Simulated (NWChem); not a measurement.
HfH4O; SMILES [OH][HfH3]

Results from NWChem. The geometry was optimised at PBE0/def2-SVP. def2 effective core potentials on Hf; no spin-orbit coupling. Vertical excitations in the gas phase; the lowest state need not have the same character in each row.

For level B3LYP/def2-SVP, full TDDFT:

| Item | Result |
|---|---|
| lowest excitation, singlet (eV) | 4.52 |
| orbital gap (eV) | 6.04 |

Problem. How do the values read with level LRC-wPBEh/def2-SVP, full TDDFT instead?

Solution. 
| Quantity | Value |
|---|---|
| lowest excitation, singlet (eV) | 4.64 |
| orbital gap (eV) | 10.10 |
